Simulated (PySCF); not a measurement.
Compound: C4H13NOSi2.
SMILES with atom numbers: `[CH3:1][CH2:2][O:3][C@@H:4]1[CH2:5][SiH2:6][NH:7][SiH2:8]1` (hydrogens: H9, H10, H11 on C1; H12, H13 on C2; H14 on C4; H15, H16 on C5; H17, H18 on Si6; H19 on N7; H20, H21 on Si8)

Computed with PySCF at PBE0/pcSseg-1, non-relativistic, on one gas-phase PBE0-D3(BJ)/def2-SVP geometry that isn't relaxed in the solvent. The solvent is an IEF-PCM continuum (Bondi radii, 1.10 Å for H, scaled by 1.2). The model holds no explicit solvent molecules, cavitation or dispersion.

Gas phase at PBE0/pcSseg-1: HOMO -7.25 eV, LUMO 0.41 eV, dipole 1.02 D.

What does the continuum do to the energy, the frontier levels and the dipole at PBE0/pcSseg-1 in benzene and methanol?

| solvent | ε | E(solvent) − E(gas) (kcal/mol) | polarisation term (kcal/mol) | distortion of the solute (kcal/mol) | HOMO (eV) | LUMO (eV) | dipole (D) |
| --- | --- | --- | --- | --- | --- | --- | --- |
| benzene | 2.271 | -1.63 | -1.71 | 0.08 | -7.22 | 0.46 | 1.21 |
| methanol | 32.61 | -3.80 | -4.32 | 0.52 | -7.21 | 0.49 | 1.56 |

Polarisation term: ½ Σ q·V over the induced surface charges. Distortion: the rise of the solute's own energy as its density leaves the gas-phase optimum. From benzene to methanol the lowering changes by a factor 2.34, Onsager's factor (ε − 1)/(2ε + 1) by 2.08 and ε itself by 14.4.

Which radius a makes the point-dipole formula ΔE = −[(ε − 1)/(2ε + 1)]·μ²/a³ give the value in methanol, with the gas-phase dipole?

μ = 0.400 au and |ΔE| = 0.00606 Eh give a = 1.23 Å; the farthest nucleus lies 4.28 Å from the centroid of the nuclei, so such a sphere wouldn't even hold the nuclei. The formula assumes a rigid point dipole at the centre of a sphere.

Which ESP-fitted charges (PBE0/pcSseg-1) respond most in benzene (means over atoms taken as equivalent)?

| atoms | environment | gas (e) | solvent (e) | change |
| --- | --- | --- | --- | --- |
| O3 | ether oxygen | -0.465 | -0.483 | -0.018 |
| H19 | N–H hydrogen | +0.398 | +0.410 | +0.012 |
| Si8 | SiH2 silicon | +0.579 | +0.589 | +0.010 |
| N7 | nitrogen bridging silicon atoms | -0.857 | -0.868 | -0.011 |
| C1 | methyl carbon | -0.496 | -0.505 | -0.009 |
| C4 | sp3 carbon bound to oxygen | +0.108 | +0.099 | -0.009 |
| Si6 | SiH2 silicon | +0.614 | +0.622 | +0.008 |
| H14 | methine hydrogen | +0.060 | +0.068 | +0.008 |
| C2 | sp3 carbon bound to oxygen | +0.474 | +0.482 | +0.008 |
| H21 | Si–H hydrogen | -0.115 | -0.122 | -0.007 |
| H16 | methylene hydrogen | +0.122 | +0.128 | +0.006 |
| H18 | Si–H hydrogen | -0.139 | -0.143 | -0.004 |

How do the nuclear quadrupole coupling constants eQVzz/h respond in benzene?

```json
{"nucleus": "17O at O3", "Q (barn)": "-0.0256", "gas (MHz)": "-12.00", "solvent (MHz)": "-11.93", "η gas": "0.96", "η solvent": "0.96"}
{"nucleus": "14N at N7", "Q (barn)": "0.02044", "gas (MHz)": "-3.69", "solvent (MHz)": "-3.62", "η gas": "0.38", "η solvent": "0.36"}
```
